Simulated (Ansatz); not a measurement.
F2H3NSi, SMILES `N[SiH](F)F`, relaxed with RKS PBE-D4/def2-SVP in Ansatz from a rough embedded geometry. The force threshold is 0.03 eV/Å; the program also tests the step.

Total charge 0; spin multiplicity 1.

Start:

```xyz
7

N    -0.392    0.876    0.422
Si    0.281   -0.554    0.022
F    -0.831   -1.642    0.269
F     0.627   -0.505   -1.473
H     0.143    1.651   -0.070
H    -1.338    0.954   -0.015
H     1.510   -0.779    0.845
```

Q: By how much does the energy fall, and how many steps does the optimiser take? (An estimate is asked.)

A: Computed: 61.59 kJ/mol, in 10 steps.

Q: Which bonds change most? (Estimate.)

A: The calculation gave: Si2–F4 from 1.535 to 1.634 Å; N1–Si2 from 1.630 to 1.708 Å; Si2–F3 from 1.575 to 1.628 Å; N1–H5 from 1.062 to 1.021 Å.

Q: Give the relaxed structure. (An estimate is asked.)

A: The calculation gave: 
```xyz
7

N    -0.460    0.934    0.249
Si    0.290   -0.573   -0.036
F    -0.760   -1.756    0.349
F     0.656   -0.868   -1.600
H     0.105    1.768    0.421
H    -1.376    1.168   -0.140
H     1.544   -0.674    0.757
```
